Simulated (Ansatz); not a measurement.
BrFH3Si2 (`F[Si]([SiH3])Br`) radical. Charge 0, multiplicity 2.

```xyz
7

F    -0.527    1.790   -1.521
Si   -1.060    0.469   -0.785
Si    0.748   -0.660    0.226
Br   -2.473    1.123    0.805
H     0.177   -1.849    0.906
H     1.691   -1.088   -0.838
H     1.443    0.215    1.207
```

(1) What are the harmonic wavenumbers in cm⁻¹ at PBE0-D4/def2-TZVP (Ansatz, finite differences of forces, unscaled)? (Best estimate.)

(2) Is this a minimum?

(3) Give the ideal-gas thermochemistry at 298.15 K and 1 bar (rigid rotor, harmonic oscillator; point group C1, symmetry number 1).

(4) Rotational constants (cm⁻¹)?

## Answers

(1) Computed: 90, 97, 168, 205, 348, 462, 506, 517, 843, 876, 927, 931, 2219, 2239, 2247.

(2) Yes, all 15 modes are real.

(3) Zero-point energy 75.8 kJ/mol; H(298) − E = 96.0 kJ/mol; entropy 361.4 J/(mol·K), of which translation 172.0, rotation 118.7, vibration 64.9, electronic 5.8; G(298) − E = -11.7 kJ/mol. Modes under 100 cm⁻¹ are hindered rotations or soft bends, so the harmonic entropy is rough.

(4) 0.128, 0.04747, 0.03654.
